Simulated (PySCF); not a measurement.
Ga(F)2(SeH) (F₂GaHSe), SMILES [F][Ga]([F])[SeH]. Atoms are numbered in the order given.

```xyz
5

Ga     0.0030     0.7482     0.0000
F      1.4496     1.7182     0.0000
F     -1.4928     1.6440     0.0000
Se     0.0504    -1.5261     0.0000
H     -1.4168    -1.5657     0.0000
```

Coordinates come from a ωB97X-D3(BJ)/def2-SVP optimisation. The structure was generated by enumeration; whether it is a known compound was not checked. Other conformers were not sampled.

These are PBE0/def2-TZVPD run with PySCF values and carry that method's errors.

Mulliken values depend strongly on the basis, most of all with diffuse functions as here. ESP charges are fitted to the potential on shells at 1.4 to 2.0 van der Waals radii. Atomic charges (e):

| atom | ESP fit | Mulliken | IAO |
|---|---|---|---|
| Ga1 | 0.79 | 0.75 | [?] |
| F2 | -0.34 | -0.30 | [?] |
| F3 | -0.37 | -0.31 | [?] |
| Se4 | -0.19 | -0.36 | [?] |
| H5 | 0.12 | 0.22 | [?] |

Problem. What belongs in the gaps? (An estimate is asked for; the answer gives what the named calculation found.)

Solution. 
- Ga1, IAO: 1.14
- F2, IAO: -0.53
- F3, IAO: -0.53
- Se4, IAO: -0.17
- H5, IAO: 0.09
